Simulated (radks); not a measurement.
Spherical jellium clusters: N electrons in a uniform positive sphere of charge N and radius rs N^(1/3), rs = 3.74 bohr. Method: non-relativistic Kohn-Sham, LDA (Slater exchange, Perdew-Wang correlation), spin-polarised, spherical densities; computed with a radial shooting solver with Libxc functionals. Levels are named by radial order and angular momentum (1s, 1p, 1d, 2s, ...), and open shells are averaged over m.

N = 12, configuration 1s2 1p6 1d(up 4, down 0). This is the lowest configuration that the search found. Occupied and some empty levels:

| level | occupation | eigenvalue (eV) | <r> (bohr) |
|---|---|---|---|
| 1s up | 1 | -5.4156 | 5.519 |
| 1s down | 1 | -5.0624 | 5.297 |
| 1p up | 3 | -4.2584 | 6.608 |
| 1p down | 3 | -3.8093 | 6.564 |
| 1d up | 4 | -2.8333 | 7.524 |
| 1d down | 0 | -2.3684 | 7.620 |
| 2s up | 0 | -2.2515 | 6.924 |
| 2s down | 0 | -2.0138 | 7.129 |
| 1f up | 0 | -1.2640 | 8.571 |
| 2p up | 0 | -0.88794 | 9.629 |
| 1f down | 0 | -0.84652 | 8.898 |
| 2p down | 0 | -0.68758 | 10.16 |

Energy (eV): total -20.6984, kinetic 24.025, external -536.69, Hartree 263.00, exchange-correlation -45.618, background 274.58.
